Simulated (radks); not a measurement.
Polarisability of the manganese ion Mn+, [Ar] 3d5 4s1, at imaginary frequency. All-electron calculation, scalar-relativistic Kohn-Sham, LDA (Slater exchange, Perdew-Wang correlation), spin-unpolarised, spherical densities, finite nucleus; Fermi nuclear charge, rms radius 3.7057 fm. Program: a radial shooting solver on a logarithmic mesh with Libxc functionals. Response by self-consistent Sternheimer equations with the Hartree and adiabatic LDA kernel, the relativistic mass of each level held fixed and spin-orbit coupling left out.

w (hartree),alpha1(iw) (bohr^3)
0.00266,27.36
0.0143,27.25
0.0360,26.64
0.0697,24.88
0.118,21.41
0.186,16.62
0.280,11.79
0.413,7.921
0.605,5.209
0.892,3.383
1.35,2.129
2.12,1.235
3.59,0.6059
6.94,0.2200
17.5,0.04647

Static values: alpha1 = 27.36 bohr^3 (4.055 angstrom^3; uncoupled 40.87). C6 = 144.1, triple-dipole C9 = 2726 atomic units. One-pole (London) frequency 4 C6 / (3 alpha1^2) = 0.257 hartree, against 0.447 for minus the highest occupied eigenvalue.
